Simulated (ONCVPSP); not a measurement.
Scattering properties, ONCV potential for lithium

- Element: Li
- Generator: ONCVPSP 4.0.1
- Type: optimised norm-conserving Vanderbilt (ONCV)
- Functional: PBE
- Relativity: scalar-relativistic
- Frozen core: none
- Valence charge: 3
- Reference configuration: 1s2 2s1
- Partial waves: 1s+2s: rc 1.25 bohr, ncon 5, nbas 8, qcut 9.7 1/bohr, 2 projectors; p scattering state at 0.03 Ha: rc 1.05 bohr, ncon 4, nbas 7, qcut 6.4 1/bohr, 2 projectors, debl 0.8 Ha; d scattering state at 0.04 Ha: rc 1.20 bohr, ncon 5, nbas 10, qcut 7.8 1/bohr, 2 projectors, debl 1.5 Ha
- Local potential: polynomial inside 1.00 bohr (lpopt 5, dvloc0 2 Ha)
- Core correction: none

The phase is arctan(r·R′/R) of the radial function R(r), unwrapped; energies in Ha, scanned from -3 to 5 Ha. A pole is an energy at which the radial function vanishes at the test radius. The pseudo phase is shifted by a multiple of π to meet the all-electron one at the reference energy, and phase errors are pseudo minus all-electron; the curves can meet again beyond the range given. Levels narrower than the energy grid can be missing from the lists of poles.

Problem. For each channel, where are the poles, and over which energies does the pseudopotential scatter like the atom?

Solution.

```csv
channel,radius (bohr),reference energy (Ha),"poles, all-electron","poles, pseudo",unbroken range about the reference energy with phases within 0.05 rad,phase error 1 Ha above the reference energy (rad)
s,1.27,-0.11,-1.57,-1.57,the whole range,+0.000
p,1.06,0.03,none,none,the whole range,+0.000
d,1.22,0.04,none,none,the whole range,-0.000
```

Phases in the s channel:

```tsv
E (Ha)	all-electron	pseudo
-2.98	0.789	0.789
-2.54	0.294	0.294
-2.10	-0.893	-0.893
-1.66	-1.507	-1.507
-1.22	-1.744	-1.744
-0.78	-1.897	-1.897
-0.34	-2.040	-2.040
0.10	-2.210	-2.210
0.54	-2.447	-2.447
0.98	-2.798	-2.797
1.42	-3.255	-3.254
1.86	-3.688	-3.686
2.30	-3.994	-3.992
2.74	-4.191	-4.189
3.18	-4.322	-4.320
3.62	-4.414	-4.412
4.06	-4.482	-4.480
4.50	-4.535	-4.532
4.94	-4.578	-4.575
```
